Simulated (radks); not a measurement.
Problem. Radial electron density D(r) = 4 pi r^2 rho(r) of an atom or ion with 15 electrons. Method: Dirac Kohn-Sham, OLYP, spin-unpolarised, spherical densities, finite nucleus; Fermi nuclear charge, rms radius of each element as measured or else 0.836 A^(1/3) + 0.57 fm; computed with a radial shooting solver on a logarithmic mesh with Libxc functionals.

```
   r/bohr * D(r) (the largest magnitude, 22.6, reaches the edge; | marks zero)
 0.004449 | *
 0.005056 |  *
 0.005747 |   *
 0.006531 |    *
 0.007423 |     *
 0.008437 |      *
 0.009666 |        *
  0.01099 |          *
  0.01249 |             *
  0.01419 |                *
  0.01613 |                   *
  0.01833 |                       *
    0.021 |                           *
  0.02387 |                                *
  0.02713 |                                    *
  0.03083 |                                         *
  0.03505 |                                             *
  0.03983 |                                                 *
  0.04527 |                                                   *
  0.05186 |                                                     *
  0.05895 |                                                     *
    0.067 |                                                    *
  0.07614 |                                                 *
  0.08654 |                                             *
  0.09836 |                                          *
   0.1127 |                                       *
   0.1281 |                                     *
   0.1456 |                                      *
   0.1654 |                                         *
    0.188 |                                             *
   0.2137 |                                                 *
   0.2448 |                                                     *
   0.2783 |                                                      *
   0.3163 |                                                    *
   0.3595 |                                              *
   0.4086 |                                      *
   0.4643 |                            *
    0.532 |                    *
   0.6046 |              *
   0.6872 |          *
    0.781 |         *
   0.8877 |          *
    1.009 |          *
    1.147 |         *
    1.314 |       *
    1.493 |     *
    1.697 |   *
    1.929 | *
    2.192 | *
    2.491 |*
    2.854 |*
    3.244 |*
    3.687 |*
    4.191 *
    4.763 *
    5.413 *
    6.202 *
    7.049 *
```

What is the nuclear charge?

Solution. Z = 19. The innermost maximum, from 1s, lies near gamma/Z bohr with gamma = sqrt(1 - (Z/c)^2) = 0.990, here 0.0521 bohr (found: 0.0557), and its height grows with Z. The density is that of the potassium ion K4+ in [Ne] 3s1 3p3 4p1; the configuration itself is not fixed sharply by these data, and Z only to about a unit. D(r) has 3 maxima, at r = 0.0557, 0.272, 0.977 bohr, and minima at 0.131, 0.794 bohr, inside which lie 2.16, 10.52 electrons.
